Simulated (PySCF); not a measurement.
Isomers of C6H10O. Level of theory: PySCF 2.14.0, density-fitted response routines, TDDFT CAM-B3LYP/def2-SVPD, vertical, gas phase, core orbitals frozen in the response. Geometries: GFN2-xTB; one conformer of each isolated species. Triplets are in the Tamm–Dancoff approximation. 'Strongest' means the level of largest summed f among the lowest 8 singlets; it needn't be the same kind of state in each.

Task: Rank by computed lowest singlet excitation energy, highest first.
A. `C1CC[C@H]2O[C@H]2C1`
B. `O=C(C)CC(=C)C`
C. `COCC=C1CC1`
D. `C1CCC=C1OC`
E. `C=C/C=C\COC`

Result: A (7.68 eV), C (6.40 eV), D (6.07 eV), E (5.62 eV), B (4.37 eV).

| SMILES | S1 (eV) | f (S1) | first f ≥ 0.01 (nm) | strongest (eV) | α (au) | S1 mainly |
| --- | --- | --- | --- | --- | --- | --- |
| C1CC[C@H]2O[C@H]2C1 | 7.68 | 0.025 | 161 | 8.69 | 68.3 | H→L (70%) |
| COCC=C1CC1 | 6.40 | 0.002 | 175 | 7.16 | 76.3 | H→L (57%) |
| COC1=CCCC1 | 6.07 | 0.009 | 182 | 6.85 | 73.2 | H→L (90%) |
| C=C/C=C\COC | 5.62 | 0.632 | 221 | 5.62 | 84.9 | H→L (97%) |
| C=C(C)CC(C)=O | 4.37 | 0.006 | 193 | 8.10 | 74.6 | H→L (63%) |

H and L stand for HOMO and LUMO.

- `C1CC[C@H]2O[C@H]2C1`: Löwdin shares by element: HOMO oxygen 62%, carbon 20% or more (atoms not listed hold the other 18%); LUMO carbon 26% or more, hydrogen 7% or more (atoms not listed hold the other 67%).
- `COCC=C1CC1`: Löwdin shares by element: HOMO oxygen 44%, carbon 32% or more (atoms not listed hold the other 24%); LUMO carbon 58% or more (atoms not listed hold the other 42%).
- `COC1=CCCC1`: Löwdin shares by element: HOMO carbon 63% or more, oxygen 18% (atoms not listed hold the other 19%); LUMO carbon 32% or more, hydrogen 15% or more (atoms not listed hold the other 52%).
- `C=C/C=C\COC`: Löwdin shares by element: HOMO carbon 80% or more (atoms not listed hold the other 20%); LUMO carbon 78% or more (atoms not listed hold the other 22%).
- `C=C(C)CC(C)=O`: Löwdin shares by element: HOMO carbon 44% or more, oxygen 30% (atoms not listed hold the other 26%); LUMO carbon 46% or more, oxygen 23% (atoms not listed hold the other 31%).
